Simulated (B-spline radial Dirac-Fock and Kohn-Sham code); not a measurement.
## Binding energies of Ta⁺ in different valence configurations

The computed values come from a radial atomic solver: multi-electron Dirac-Fock with separately optimised hole states, Breit and Lamb-shift corrections added in first order. Electron correlation is not included.

Reference: the tabulated ground configuration [Xe] 4f14 5d3 6s1, with 2p1/2 11151.1 eV, 3d3/2 1808.0 eV, 4s 586.5 eV, 4p1/2 486.0 eV, 4d5/2 246.2 eV, 4f5/2 39.25 eV, Kα1 57529.6 eV, Kβ1 65212.2 eV, Lα1 8145.7 eV, Lβ2 9649.1 eV.

Shifts from the reference in eV. A negative average energy means that the model, which has no correlation or term splitting, puts that configuration lower.

| configuration | average energy | 2p1/2 | 3d3/2 | 4s | 4p1/2 | 4d5/2 | 4f5/2 | Kα1 | Kβ1 | Lα1 | Lβ2 |
| --- | --- | --- | --- | --- | --- | --- | --- | --- | --- | --- | --- |
| [Xe] 4f14 5d4 | +1.49 | -3.02 | -2.99 | -3.01 | -2.99 | -2.98 | -2.96 | +0.15 | +0.12 | -0.04 | -0.05 |
| [Xe] 4f14 5d3 6p1 | +4.44 | +1.50 | +1.50 | +1.49 | +1.51 | +1.50 | +1.50 | +0.03 | +0.02 | 0.00 | 0.00 |
| [Xe] 4f14 5d2 6s1 6p1 | +4.03 | +4.77 | +4.73 | +4.73 | +4.72 | +4.70 | +4.67 | -0.14 | -0.10 | +0.05 | +0.09 |
| [Xe] 4f14 5d2 6s2 | -0.06 | +3.39 | +3.34 | +3.43 | +3.33 | +3.31 | +3.29 | -0.12 | -0.07 | +0.06 | +0.09 |
